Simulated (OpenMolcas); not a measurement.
# Eu3+: effect of the metal basis and ligand basis

Eu3+ with 8 ligands (fluoride) in square antiprismatic coordination (D4d) at 2.38 Å, a polar angle of 58.4° against the regular 57.3°. A charge of +0.625 e stands 2.8 Å behind each ligand.

| Property | Result |
| --- | --- |
| Program | OpenMolcas |
| Method | CASSCF |
| Spin-orbit coupling | state interaction with AMFI integrals over the reference wave functions |

Fixed: active space 6 electrons in 7 orbitals (4f), DKH2 Hamiltonian.

Energies in cm-1 above the lowest state or level, χT in cm3 K/mol.

```
Run   Metal basis  Ligand basis  Ground state  First state of that spin  First gap with spin-orbit (degeneracies)  χT at 300 K                     Cost
  A  ANO-RCC-VDZP  ANO-RCC-VDZP      2S+1 = 7                       6.8                              246.0 (1, 1)        1.340   roughly 7 core-minutes
  B  ANO-RCC-VTZP  ANO-RCC-VTZP      2S+1 = 7                       5.2                              241.7 (1, 1)        1.343  roughly 16 core-minutes
```

Costs are those of the RASSCF and RASSI steps.

High states are left out of the spin-orbit mixing, which shifts the levels that they would mix with. Without dynamic correlation the ligand-field splitting of an f shell can come out too small, at times by half. A group larger than the point group allows holds several states that coincide in this model. No measured value stands beside these numbers; the geometry was imposed, not optimised, and the real ion may take another.

A state without a sure symmetry label is named by its multiplicity alone.
